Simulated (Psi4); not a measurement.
**The standard entropy of CH4AlNO (SMILES C1[NH][AlH][O]1) from a frequency calculation**

A singlet with charge 0, relaxed at PBE0-D4/def2-SVP (density fitting) (Psi4 1.11):

```xyz
8

C    -0.2527    0.7628   -0.4386
N     0.5763    0.2550    0.6537
Al    0.0360   -1.3707    0.2105
O    -0.8214   -0.4142   -0.9782
H     0.3379    1.2954   -1.2128
H    -1.0503    1.4501   -0.0871
H     1.1116    0.8906    1.2260
H     0.1656   -2.8918    0.5793
```

Harmonic wavenumbers in cm⁻¹: 296, 386, 481, 553, 612, 744, 913, 1015, 1049, 1115, 1172, 1215, 1369, 1525, 2013, 2978, 3018, 3710.

Masses in u: C 12.011, N 14.007, Al 26.982, O 15.999, H 1.008. Take T = 298.15 K, p = 1 bar, R = 8.3145 J/(mol K), kT/hc = 207.22 cm⁻¹, rigid rotor and harmonic oscillator.

Work out S° at 298 K.


1. Translation (Sackur–Tetrode): S = R[3/2 ln M + 5/2 ln T − 1.1517] with M = 73.031 gives 162.4 J/(mol K).
2. Rotation: principal moments 43.894, 65.556, 106.207 u Å² give A, B, C = 0.3841, 0.2571, 0.1587 cm⁻¹; the symmetry number is σ = 1; q = (√π/σ)√((kT/hc)³/ABC) = 42234; S = R(ln q + 3/2) = 101.0.
3. Vibration: with u = ν̃/207.22, each mode gives R[u/(eᵘ − 1) − ln(1 − e⁻ᵘ)]; the sum is 20.3, most from 296 cm⁻¹ (6.0), 386 cm⁻¹ (4.2), 481 cm⁻¹ (3.0).
4. Spin: R ln 1 = 0.0.
5. Sum: 162.4 + 101.0 + 20.3 + 0.0 = 283.7 J/(mol K).

No measured value is set beside it here. Where a soft mode is a torsion, a harmonic oscillator describes it poorly.
